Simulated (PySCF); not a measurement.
# Simulated absorption spectrum

C4H9NO2Si.
SMILES: `O=CN1CCC[Si@@H]1O`

Method: TDDFT CAM-B3LYP/def2-SVPD, vertical, gas phase, core orbitals frozen in the response (PySCF 2.14.0, density-fitted response routines). One conformer (not necessarily the lowest) at the GFN2-xTB geometry, without solvent, vibrations or thermal averaging.

Broadening: Gaussians 0.25 eV wide at half height, area fixed by f = 4.319×10⁻⁹ ∫ε dν̃. The width is an assumption, not a result. The curve ends short of the highest state used, and states not computed would add to its high-energy end.

(λ (nm), ε (L mol⁻¹ cm⁻¹)): (171.5, 3498), (172.7, 2599), (174.0, 2969), (175.3, 5068), (176.5, 8731), (177.8, 13710), (179.1, 17542), (180.3, 18165), (181.6, 15355), (182.8, 10939), (184.1, 6254), (185.4, 2953), (186.6, 1255), (187.9, 420), (189.2, 118), (190.4, 32), (191.7, 7), (192.9, 1), (194.2, 0), (195.5, 0), (196.7, 0), (198.0, 0), (199.3, 0), (200.5, 0), (201.8, 0), (203.1, 0), (204.3, 0), (205.6, 0), (206.8, 0), (208.1, 0), (209.4, 0), (210.6, 0), (211.9, 1), (213.2, 3), (214.4, 8), (215.7, 16), (216.9, 29), (218.2, 50), (219.5, 78), (220.7, 105), (222.0, 133), (223.3, 153), (224.5, 160), (225.8, 153), (227.0, 137), (228.3, 111), (229.6, 83), (230.8, 60), (232.1, 38), (233.4, 23), (234.6, 13), (235.9, 7), (237.1, 4), (238.4, 2), (239.7, 1), (240.9, 0)

Task: Locate the maxima and give the states behind the curve.

Result: 225 nm (5.52 eV), ε about 160, made up of S1 (100%); 180 nm (6.89 eV), ε about 18000, made up of S2 (100%) (ε in L mol⁻¹ cm⁻¹; maxima over ε = 5, shares over 10%). At its high-energy end, 7.23 eV, the curve is still rising (ε about 3500, from S3, S4 and S5). The states used: S1 5.52 eV (f 0.0015); S2 6.89 eV (f 0.169); S3 7.15 eV (f 0.0097); S4 7.36 eV (f 0.033); S5 7.48 eV (f 0.116); S6 7.65 eV (f 0.0055); S7 7.77 eV (f 0.015); S8 7.83 eV (f 0.039).

Task: What would ε be at 6.89 eV, the highest of these maxima, with half the width (0.125 eV)?

Result: About 36600 L mol⁻¹ cm⁻¹ against 18300, a factor of about 1.99; a lone state at its own centre would give exactly 2.

Task: Coming from long wavelengths, where does ε first pass 100 L mol⁻¹ cm⁻¹?

Result: At about 229 nm (5.42 eV), 0.10 eV below S1.

Task: Does any computed singlet lie in the visible range?

Result: No computed singlet lies in the visible range (380 to 750 nm); the lowest, at 225 nm, stands 2.26 eV above its violet end (3.26 eV).
